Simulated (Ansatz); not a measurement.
N₂O (SMILES N#[N+][O-]), singlet, geometry from GFN2-xTB; B97M-V/pcseg-1 (Ansatz, a quantum-chemistry and plane-wave program).

Input for Ansatz:
Ansatz 0.2 input:
```yaml
crystal:
  periodic: [false, false, false]
  atoms:
    - {symbol: N, position_ang: [-0.00000000, -0.00000000, -1.17224503]}
    - {symbol: N, position_ang: [-0.00000000, -0.00000000, -0.06654726]}
    - {symbol: O, position_ang: [0.00000000, 0.00000000, 1.08394325]}
basis:
  gaussian:
    orbitals: pcseg-1.json
hamiltonian:
  xc: {name: B97M-V}
```
The basis file holds pcseg-1 in the JSON format of the Basis Set Exchange.

Question: Write the output that Ansatz gives for this input, abridged.

Answer: 
```
Functional definition: B97M-V
484 factors; their error is unknown
mean field evaluation 1: about -5020.4218 eV, gradient 3.5e1 eV
mean field evaluation 2: about -5017.8106 eV, gradient 5.1e1 eV
mean field evaluation 4: about -5022.4801 eV, gradient 8.0e0 eV
mean field evaluation 8: about -5022.5755 eV, gradient 2.0e-2 eV
mean field -5022.57547106 eV, -184.5762441376 hartree, gradient 3.2e-5 eV, S^2 0.000000; 0 other end points of the search recorded, 0 dependent functions left out
reference -5022.57548835 eV, -184.5762447731 hartree; 11, 11 occupied and 31, 31 virtual orbitals, 484 factors
Total energy: -5022.57548835 eV, -184.5762447731 hartree
```
